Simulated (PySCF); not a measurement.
PySCF input file for Si(F)(Cl)2(OH) (Cl2FHOSi), SMILES O[Si](F)(Cl)Cl, B3LYP-D3(BJ)/def2-SVP. The structure is a stationary point at B3LYP-D3(BJ)/def2-SVP. Other conformers were not sampled.

```python
import numpy as np
from pyscf import gto, scf, dft, df
from pyscf.hessian import thermo

mol = gto.M(
    atom='''
    O    -1.57120548   -0.85202375   -0.50403442
    Si   -0.24389087   -0.16721082    0.15764864
    F    -0.23243662   -0.36504153    1.75578481
    Cl    1.38991731   -1.09571163   -0.61954986
    Cl   -0.18393828    1.85258030   -0.18108715
    H    -2.42559808   -0.42425208   -0.36603970
    ''',
    basis='def2-SVP',
    charge=0,
    spin=0,
    max_memory=1600,
    verbose=3,
)
mf = dft.RKS(mol, xc='b3lyp').density_fit(auxbasis='def2-universal-jkfit')
mf.disp = 'd3bj'
mf.grids.level = 3
mf.conv_tol = 1e-11
mf.max_cycle = 100
mf.kernel()

# [left out here: the lines that compute and print the analytic Hessian (its translational invariance restored by hand, since the grid's response is missing), thermochemistry and intensities]
```

Log of the run:

```
converged SCF energy = -1385.3060995966

WARN: DFTD3 does not support analytical Hessian, using finite difference


WARN: Mole.unit (angstrom) is changed to Bohr

Mode                                 0                   1                   2
Irrep
Freq [cm^-1]                      131.7122            176.1322            231.5437
Reduced mass [au]                   1.7283              7.1400              2.8938
Force const [Dyne/A]                0.0177              0.1305              0.0914
Char temp [K]                     189.5046            253.4151            333.1399
Normal mode                   x     y     z       x     y     z       x     y     z
       0   O                -0.01  0.06 -0.01    0.07 -0.02 -0.06   -0.05  0.10 -0.00
       1  Si                 0.02  0.00 -0.01    0.03  0.02 -0.03    0.00  0.01 -0.02
       2   F                 0.08 -0.02 -0.01    0.02  0.08 -0.02    0.05 -0.11 -0.03
       3  Cl                 0.01 -0.04  0.03   -0.02 -0.09 -0.00    0.02 -0.01  0.05
       4  Cl                -0.06  0.01  0.00   -0.05  0.04  0.05   -0.03  0.02 -0.03
       5   H                 0.10  0.48 -0.57    0.00 -0.25  0.21   -0.09 -0.16  0.53
Mode                                 3                   4                   5
Irrep
Freq [cm^-1]                      272.3832            297.5575            316.9503
Reduced mass [au]                  19.5325              8.3687             16.9703
Force const [Dyne/A]                0.8538              0.4366              1.0044
Char temp [K]                     391.8988            428.1190            456.0209
Normal mode                   x     y     z       x     y     z       x     y     z
       0   O                -0.09 -0.07  0.03   -0.07  0.09  0.04   -0.00  0.06 -0.14
       1  Si                -0.05 -0.02 -0.08    0.03 -0.04 -0.02   -0.03 -0.03  0.03
       2   F                 0.07  0.05 -0.08   -0.08  0.08 -0.00    0.09  0.07  0.04
       3  Cl                 0.02  0.01  0.05    0.07 -0.01 -0.03   -0.03  0.03  0.01
       4  Cl                 0.03  0.00  0.05   -0.03 -0.05  0.02    0.00 -0.07  0.01
       5   H                -0.08 -0.02 -0.02    0.01  0.20  0.20   -0.04 -0.08  0.06
Mode                                 6                   7                   8
Irrep
Freq [cm^-1]                      508.3506            626.6771            789.5719
Reduced mass [au]                  20.0248              7.3347              1.5891
Force const [Dyne/A]                3.0489              1.6972              0.5837
Char temp [K]                     731.4033            901.6488           1136.0182
Normal mode                   x     y     z       x     y     z       x     y     z
       0   O                -0.07 -0.02 -0.05    0.01  0.02  0.02   -0.04 -0.09 -0.06
       1  Si                -0.07 -0.05  0.04   -0.07  0.13  0.02   -0.01  0.07  0.00
       2   F                 0.02  0.00  0.08    0.00 -0.01  0.00    0.01 -0.01  0.03
       3  Cl                 0.07 -0.03 -0.03    0.05 -0.03 -0.02    0.01 -0.01 -0.00
       4  Cl                 0.01  0.08 -0.02   -0.00 -0.06  0.01    0.00 -0.01  0.00
       5   H                -0.09 -0.07 -0.03   -0.14 -0.23 -0.18    0.34  0.57  0.42
Mode                                 9                  10                  11
Irrep
Freq [cm^-1]                      902.4293            992.0099           3869.6228
Reduced mass [au]                   7.1689              9.4785              1.0671
Force const [Dyne/A]                3.4398              5.4957              9.4147
Char temp [K]                    1298.3949           1427.2814           5567.5257
Normal mode                   x     y     z       x     y     z       x     y     z
       0   O                 0.08  0.02  0.02    0.12  0.05  0.05    0.06 -0.02 -0.01
       1  Si                -0.07 -0.03  0.09   -0.08 -0.03 -0.09   -0.00 -0.00 -0.00
       2   F                 0.00  0.02 -0.14    0.00 -0.01  0.09   -0.00 -0.00 -0.00
       3  Cl                 0.01 -0.01 -0.01    0.00 -0.00 -0.00   -0.00  0.00  0.00
       4  Cl                 0.00  0.01 -0.00    0.00  0.00  0.00   -0.00 -0.00 -0.00
       5   H                 0.19  0.19  0.17    0.18  0.13  0.11   -0.86  0.41  0.13
temperature 298.1500 [K]
pressure 101325.00 [Pa]
Rotational constants [GHz] 2.91714 1.89426 1.62780
Symmetry number 1
Zero-point energy (ZPE) 0.02077 [Eh]   54519.453 [J/mol]
                           tot       elec      trans        rot        vib
Entropy [J/mol/K]       341.297      0.000    169.922    117.030     54.345
Cv [J/mol/K]             85.143      0.000     12.472     12.472     60.199
Cp [J/mol/K]             93.457      0.000     20.786     12.472     60.199
Internal energy [J/mol]                      3718.434   3718.434  63979.087
Internal energy [Eh]   -1385.27890  -1385.30610
Enthalpy [J/mol]                             6197.391   3718.434  63979.087
Enthalpy [Eh]          -1385.27795
Gibbs free energy [J/mol]                  -44464.854 -31174.108  47776.225
Gibbs free energy [Eh] -1385.31671
static polarisability / bohr^3: [[38.79  -3.982 -2.466]
 [-3.983 42.169  1.041]
 [-2.466  1.041 29.703]]
largest difference of analytic and finite-field dipole derivatives / e: 0.0010497582515940351
mode   freq/cm-1   IR/(km/mol)   Raman/(A^4/amu)   depolarisation
   1      131.71        61.061             2.688            0.750
   2      176.13        10.474             1.627            0.663
   3      231.54        32.373             0.730            0.743
   4      272.38        17.183             1.742            0.748
   5      297.56        26.393             2.536            0.748
   6      316.95        38.945             2.652            0.486
   7      508.35        49.560             8.014            0.022
   8      626.68       197.727             1.205            0.749
   9      789.57       280.708             2.471            0.188
  10      902.43       156.250             2.368            0.125
  11      992.01       135.684             1.679            0.445
  12     3869.62       137.592            97.031            0.301
max |gradient| / (hartree/bohr): 4.5838782819932985e-05
APT charges: [-0.8823  2.183  -0.6558 -0.4744 -0.5112  0.3407]
```

The calculation finished and met its thresholds.
